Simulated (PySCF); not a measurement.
C2H4BClO, SMILES C(B(Cl)O)=C.

Geometry optimised at ωB97X-D3(BJ)/def2-SVP. Other conformers were not sampled.

These are PySCF 2.14.0 with TDA-PBE/def2-SVPD values and carry that method's errors.

Vertical excitations. Gas-phase values at a fixed geometry. State labels are in the subgroup Cs.

Computed UV-visible absorptions:
```json
[
 {"state": "S1", "symmetry": "A\"", "energy (eV)": "5.25", "λ (nm)": "236", "f": "0.000", "main pairs": "HOMO−1→LUMO 98 %"},
 {"state": "S2", "symmetry": "A'", "energy (eV)": "5.98", "λ (nm)": "207", "f": "0.099", "main pairs": "HOMO−2→LUMO 92 %"},
 {"state": "S3", "symmetry": "A\"", "energy (eV)": "6.02", "λ (nm)": "206", "f": "0.000", "main pairs": "HOMO−3→LUMO 98 %"},
 {"state": "S4", "symmetry": "A'", "energy (eV)": "6.39", "λ (nm)": "194", "f": "0.403", "main pairs": "HOMO→LUMO 80 %"},
 {"state": "S5", "symmetry": "A\"", "energy (eV)": "6.58", "λ (nm)": "188", "f": "0.002", "main pairs": "HOMO→LUMO+1 100 %"},
 {"state": "S6", "symmetry": "A\"", "energy (eV)": "6.77", "λ (nm)": "183", "f": "0.000", "main pairs": "HOMO−4→LUMO 100 %"},
 {"state": "S7", "symmetry": "A'", "energy (eV)": "7.16", "λ (nm)": "173", "f": "0.054", "main pairs": "HOMO−1→LUMO+1 97 %"},
 {"state": "S8", "symmetry": "A\"", "energy (eV)": "7.47", "λ (nm)": "166", "f": "0.007", "main pairs": "HOMO−2→LUMO+1 100 %"},
 {"state": "S9", "symmetry": "A'", "energy (eV)": "7.73", "λ (nm)": "160", "f": "0.018", "main pairs": "HOMO−3→LUMO+1 91 %"},
 {"state": "S10", "symmetry": "A\"", "energy (eV)": "7.75", "λ (nm)": "160", "f": "0.011", "main pairs": "HOMO→LUMO+2 100 %"},
 {"state": "T1", "symmetry": "A'", "energy (eV)": "3.87", "λ (nm)": "321", "f": "0", "main pairs": "HOMO→LUMO 97 %"},
 {"state": "T2", "symmetry": "A\"", "energy (eV)": "5.02", "λ (nm)": "247", "f": "0", "main pairs": "HOMO−1→LUMO 96 %"},
 {"state": "T3", "symmetry": "A'", "energy (eV)": "5.39", "λ (nm)": "230", "f": "0", "main pairs": "HOMO−2→LUMO 100 %"},
 {"state": "T4", "symmetry": "A\"", "energy (eV)": "5.57", "λ (nm)": "222", "f": "0", "main pairs": "HOMO−3→LUMO 96 %"}
]
```
Triplets are in the Tamm–Dancoff approximation.
